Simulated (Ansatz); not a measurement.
Cost and result for the atomization energy of `F[Si]([SiH3])Br` radical (7 atoms, 6 bonds).

Charge 0, multiplicity 2. Correlated methods include outer-core shells of Br, which these sets cover unevenly. Scalar relativity is left out up to krypton. The geometry is a stationary point of PBE0-D4/def2-TZVP. Program: Ansatz. All runs use 4 threads of an Intel Xeon 6975P-C on a shared host. Times are those of one run each, without the atoms' runs, and a repeat can differ threefold. Electronic energies, without spin–orbit coupling; frozen cores. CCSD(T)/CBS adds CCSD(T) − MP2 in def2-TZVPP to the MP2 limit, and its time is that of the two runs behind it. T1 = 0.013; ⟨S²⟩ of the reference is 0.76. With those shells the extrapolation isn't a true limit. HSE06 is the plane-wave form, built on full-range PBE exchange.

CCSD(T)/CBS is a level of theory with its own doubt, some kJ/mol a heavy atom from the limit and from the frozen cores, so smaller differences don't rank the functionals.

```csv
level,functions,wall time,atomization (kJ/mol),difference from CCSD(T)/CBS,per bond
revPBE-D4/def2-TZVPP,205,1.4 s,2065.2,-40.5,-6.7
BLYP-D4/def2-TZVPP,205,1.4 s,2079.9,-25.8,-4.3
HSE06-D4/def2-TZVPP,205,2.8 s,2083.0,-22.7,-3.8
r2SCAN-D4/def2-TZVPP (with forces),205,3 s,2120.0,14.3,2.4
CAM-B3LYP-D4/def2-TZVPP,205,3.2 s,2094.5,-11.2,-1.9
B2PLYP/def2-TZVPP,205,3.5 s,2060.7,-45.0,-7.5
r2SCANh-D4/def2-TZVPP,205,4.1 s,2105.2,-0.5,-0.1
B97M-V/def2-TZVPP,205,5.5 s,2111.2,5.5,0.9
ωB97X-V/def2-TZVPP,205,6 s,2112.8,7.1,1.2
CCSD(T)/def2-SVP,97,6 s,1905.7,-200.0,-33.3
MP2/def2-QZVPP,376,13 s,2110.0,4.3,0.7
CCSD(T)/def2-TZVPP,205,77 s,2031.9,-73.8,-12.3
CCSD(T)/CBS(def2),–,90 s,2105.7,0.0,0.0
```

In def2-TZVPP, CCSD(T) changes the Hartree–Fock value by +459.2 kJ/mol (the triples alone add +29.9 kJ/mol) and MP2 by +492.7 kJ/mol; breaking electron pairs costs correlation energy, which Hartree–Fock lacks. From r2SCAN to r2SCAN0 (25 % exact exchange), in def2-TZVPP and without D4, the atomization energy moves by −36.6 kJ/mol: exact exchange takes away binding that semilocal exchange gives to molecules. Leaving LDA and LC-ωPBE aside and taking each functional with its dispersion term where it has one, the values, not all of them listed here, spread over 75.3 kJ/mol, from BHLYP-D4 to r2SCAN-D4. LDA lies +279.7 kJ/mol from PBE without D4, its usual overbinding.
